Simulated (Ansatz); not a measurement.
`O=CB[SiH3]` + H–F → `O=CBF` + SiH₄ at 700 K and 1 bar (cleavage of the B–Si bond).

Program: Ansatz. Geometries: PBE0-D4/def2-TZVP. ΔE: electronic, gas phase. CBS: MP2 limit from def2 TZ/QZ plus the TZ coupled-cluster correction, frozen cores. This one scheme is used for every species. One conformer a species, not always the lowest.

```csv
species,CCSD(T)/CBS energy (Eh),H − E (kJ/mol),S (J/(mol·K))
`O=CB[SiH3]`,-430.03905,213.0,431.2
H–F,-100.39570,45.2,198.5
`O=CBF`,-239.02821,134.7,359.9
SiH₄,-291.46306,115.5,252.9
```

H − E and S are ideal-gas, rigid-rotor, harmonic terms from PBE0-D4/def2-TZVP, for one conformer and one mirror image of each species. 1 Eh = 2625.50 kJ/mol, R = 8.31446 J/(mol·K).

Q: By hand: ΔE, ΔH, ΔS and ΔG.

A: ΔE = (-239.02821) + (-291.46306) − (-430.03905) − (-100.39570) = -0.05652 Eh = -148.4 kJ/mol. Δ(H − E) = 134.7 + 115.5 − 213.0 − 45.2 = -8.0, so ΔH = -156.4 kJ/mol. ΔS = 359.9 + 252.9 − 431.2 − 198.5 = -16.9 J/(mol·K). ΔG = -156.4 − 700 × (-16.9)/1000 = -144.6 kJ/mol.

Q: By hand: the equilibrium constant, and the temperature at which ΔG would vanish if ΔH and ΔS stayed fixed.

A: log₁₀ K = −ΔG/(RT ln 10) = 10.8. ΔG = 0 at ΔH/ΔS = 9254 K, far beyond where these terms or the molecules hold.

ΔH outweighs TΔS. A doubt of 5 kJ/mol in ΔE shifts log₁₀ K by 0.4 here. Other conformers and mirror images would add mixing entropy, several J/(mol·K) or more a flexible species. Modes under 60 cm⁻¹, often nearly free rotors, make the harmonic entropy too high. These are equilibria of isolated gas molecules and say nothing of rates. Largest T1 diagnostic: 0.021 (customary marks: 0.02 for closed shells, 0.045 for open ones).
